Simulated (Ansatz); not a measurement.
Basis-set series for CH8AlB2N, SMILES `CB[BH][AlH][NH2]`. Total charge 0; spin multiplicity 1. All single points use the PBE0-D4/def2-TZVP geometry. It is one conformer, not always the lowest.

| functional | basis | functions | energy (Eh) | HOMO (eV) | LUMO (eV) |
| --- | --- | --- | --- | --- | --- |
| PBE0-D4 | def2-SVP | 114 | -389.31380 | -6.52 | -1.00 |
| PBE0-D4 | def2-TZVPP | 278 | -389.56732 | -6.60 | -1.11 |
| ωB97M-V | def2-SVP | 114 | -389.50035 | -8.56 | 0.87 |
| ωB97M-V | def2-TZVPP | 278 | -389.76353 | -8.68 | 0.69 |

(1) Give the rows for def2-QZVPP. (Estimate.)

Results:

(1) Computed: 
| functional | basis | functions | energy (Eh) | HOMO (eV) | LUMO (eV) |
| --- | --- | --- | --- | --- | --- |
| PBE0-D4 | def2-QZVPP | 538 | -389.58450 | -6.62 | -1.14 |
| ωB97M-V | def2-QZVPP | 538 | -389.77983 | -8.69 | 0.57 |

Positive LUMOs are unbound and depend on the basis.
